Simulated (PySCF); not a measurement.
Cartesian coordinates (Å):
```xyz
12

Nb     0.0437    -0.0820    -0.0841
Cl     1.3289    -1.8148    -0.9916
Cl     1.8156     1.3464     0.6359
N     -0.4586    -0.2377     1.8123
H     -1.2711    -0.7393     2.1612
H      0.0038     0.2890     2.5509
N     -1.5945    -1.0315    -0.6789
H     -1.5962    -1.9978    -1.0069
H     -2.5449    -0.6610    -0.7071
N     -0.6803     1.4880    -1.0444
H     -1.3945     1.4620    -1.7680
H     -0.3856     2.4432    -0.8495
```
Charge 0, multiplicity 1.

Q: Give the HOMO, charge on the central atom (Mulliken), LUMO, dipole moment, total energy and HOMO–LUMO gap at the level TPSSh-D3(BJ)/def2-TZVP // r2SCAN-D4/def2-SVP (PySCF 2.14.0).

A: 
HOMO: -6.79 eV
charge on the central atom (Mulliken): 1.56 e
LUMO: -3.35 eV
dipole moment: 4.86 D
total energy: -1145.6117 Ha
HOMO–LUMO gap: 3.44 eV
